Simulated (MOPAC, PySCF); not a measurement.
C₃H₉Al, SMILES `[Al]([CH3])([CH3])[CH3]`, neutral singlet in the gas phase. 

Cartesian coordinates (Å):
SMILES: [CH3][Al]([CH3])[CH3]
```xyz
13

C      1.9158    -0.4309     0.0387
Al     0.0024     0.0007    -0.0023
C     -1.3296    -1.4362     0.0993
C     -0.5832     1.8680    -0.1411
H      2.4605     0.0806    -0.7608
H      2.1186    -1.5008    -0.0466
H      2.3645    -0.0888     0.9781
H     -2.3471    -1.0712     0.2561
H     -1.3333    -2.0195    -0.8285
H     -1.0975    -2.1440     0.9010
H     -1.1520     2.1631     0.7473
H      0.2422     2.5744    -0.2532
H     -1.2590     2.0067    -0.9915
```
Charge 0, multiplicity 1.

All levels are single points at this geometry (B3LYP-D3(BJ)/def2-TZVP); Pople sets use spherical d functions. Orbital energies aren't observables, and empty levels follow the basis.

```tsv
level	HOMO (eV)	LUMO (eV)	gap (eV)	dipole (D)	vertical IE, Delta-SCF (eV)
PBE-D3(BJ)/def2-TZVP in PySCF	-6.25	-1.14	5.11	0.00	–
TPSSh-D3(BJ)/def2-TZVP in PySCF	-6.87	-0.67	6.20	0.00	9.38
B3LYP/3-21G in PySCF	-7.09	-0.42	6.67	0.01	–
B3LYP/6-311+G** in PySCF	-7.35	-0.66	6.68	0.00	–
B3LYP/6-31G* in PySCF	-7.05	-0.43	6.61	0.00	9.37
B3LYP/LANL2DZ in PySCF	-7.17	-0.41	6.76	0.01	–
M06-2X/6-31G* in PySCF	-8.50	0.20	8.70	0.00	–
SVWN5/6-31G* in PySCF	-6.03	-1.15	4.88	0.01	–
HF/3-21G in PySCF	-10.46	2.49	12.95	0.00	–
HF/6-31G* in PySCF	-10.50	2.39	12.89	0.00	9.01
HF/STO-3G in PySCF	-8.71	8.97	17.68	0.00	–
PM3 in MOPAC	-10.15	-1.47	8.68	0.01	–
PM7 in MOPAC	-10.32	1.22	11.54	0.01	–
```
